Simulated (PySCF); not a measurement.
Spin-rotation constants: (HGaPH)3 ring

Geometry (Å), atoms numbered from 1 in this order:
```xyz
12

Ga   -1.693    0.138    1.223
H    -3.294    0.025    0.905
P    -0.840    2.346    0.911
Ga    0.317    1.579   -1.032
H     1.407    2.655   -1.596
P     0.240   -0.393   -2.363
Ga    0.458   -1.799   -0.455
H     1.657   -2.893   -0.633
P    -0.676   -1.980    1.637
H     0.328    2.052    1.657
H     1.642   -0.356   -2.494
H     0.455   -1.375    2.240
```

Computed with GIAO BP86/def2-SVP magnetisability, rotational g tensor and spin-rotation constants, non-relativistic, gas phase in PySCF 2.14.0. Geometry: GFN2-xTB.

The calculation is non-relativistic, which matters for the atoms heavier than Zn.

Q: Give the nuclear spin-rotation constants along the inertial axes (H = +C I·J) beside the isotropic shieldings.

A: Rotational constants 0.7010, 0.6426, 0.3646 GHz.
```csv
atom,isotope,Caa (kHz),Cbb (kHz),Ccc (kHz),mean (kHz),σ (ppm)
Ga1,69Ga,1.621,1.157,0.914,1.231,1128.8
H2,1H,-0.037,-0.028,0.012,-0.018,23.1
P3,31P,0.827,0.630,0.440,0.632,505.7
Ga4,69Ga,1.581,1.518,0.721,1.273,1134.7
H5,1H,-0.004,-0.012,-0.014,-0.010,22.9
P6,31P,0.711,1.145,0.410,0.755,430.4
Ga7,69Ga,1.569,1.518,0.727,1.271,1134.4
H8,1H,-0.006,-0.012,-0.013,-0.010,22.9
P9,31P,0.822,0.629,0.445,0.632,505.0
H10,1H,-0.072,-0.069,0.002,-0.046,29.8
H11,1H,-0.077,-0.022,-0.012,-0.037,28.2
H12,1H,-0.072,-0.069,0.002,-0.046,29.7
```
For the geometry as given, no vibrational averaging.
